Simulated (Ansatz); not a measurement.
Worked example: GeH(CH3)2Cl + SiH3(GeH3) → GeH(CH3)2(SiH3) + GeH3Cl

Species: GeH(CH3)2Cl, singlet; SiH3(GeH3), singlet; GeH(CH3)2(SiH3), singlet; GeH3Cl `[Cl][GeH3]`, singlet. The partners trade Cl for SiH3; both sit on Ge, so the bond types are kept.

Shapes, held fixed at every level: PBE0-D4/def2-TZVP. Programs: Ansatz 0.2.0. Electronic energies: no zero-point or thermal term.

At CCSD(T)/def2-TZVPP; 1 Eh = 2625.50 kJ/mol:

| species | energy (Eh) |
| --- | --- |
| GeH(CH3)2Cl | -2615.674524 |
| SiH3(GeH3) | -2368.247189 |
| GeH(CH3)2(SiH3) | -2446.750458 |
| GeH3Cl | -2537.162724 |

Q: Work out ΔE of the reaction at this level.

A: 
1. Products less reactants: (-2446.750458) + (-2537.162724) − [(-2615.674524) + (-2368.247189)] = 0.008531 Eh = +22.4 kJ/mol.

Other levels give +22.4 (B3LYP-D4/def2-TZVPP) to +23.8 kJ/mol (HF/def2-TZVPP). No measured value is set beside it here. Relativity is left out for Ge. Outer-core shells of Ge are correlated in most correlated rows, in sets that cover them unevenly.
